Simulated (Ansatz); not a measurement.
Consider the ligand exchange at a B–N bond: `BN[SiH](F)F` + `B1N[SiH2]1` → `BN1B[SiH2]1` + `N[SiH](F)F`.

Calculated with Ansatz (gas phase, PBE0-D4/def2-TZVP geometries, no zero-point term in ΔE). CBS: MP2 limit from def2 TZ/QZ plus the TZ coupled-cluster correction, frozen cores. This one scheme is used for every species. Functionals use def2-TZVPP. One conformer a species, not always the lowest.

CCSD(T)/CBS gives +0.47 eV.

(1) Another level gave +0.48 eV. Which?
A. LDA (SPW92)/def2-TZVPP
B. BHLYP/def2-TZVPP
C. PBE0-D4/def2-TZVPP
D. HF/def2-TZVPP

(2) What do rigid-rotor, harmonic-oscillator terms from PBE0-D4/def2-TZVP frequencies (298.15 K, 1 bar) make of the CCSD(T)/CBS value? (An estimate is asked.)

Largest T1 diagnostic among the species: 0.014.

Answers

(1) C. PBE0-D4 0.48, BHLYP 0.42, LDA (SPW92) 0.57, HF/def2-TZVPP 0.34 eV.

(2) Computed: ΔZPE = -0.06 eV, ΔH = +0.43 eV, ΔS = 10 J/(mol·K), ΔG = +0.40 eV. Modes under 50 cm⁻¹ make the entropy rough.

From BLYP to BHLYP (50 % exact exchange), in def2-TZVPP and without D4, ΔE moves by −0.05 eV. Leaving LDA and LC-ωPBE aside and taking each functional with its dispersion term where it has one, the values, not all of them listed here, spread over 0.09 eV, from BHLYP-D4 to PBE-D4. LDA lies +0.06 eV from PBE without D4. In def2-TZVPP, CCSD(T) changes the Hartree–Fock value by +0.14 eV (the triples alone add +0.02 eV) and MP2 by +0.12 eV.
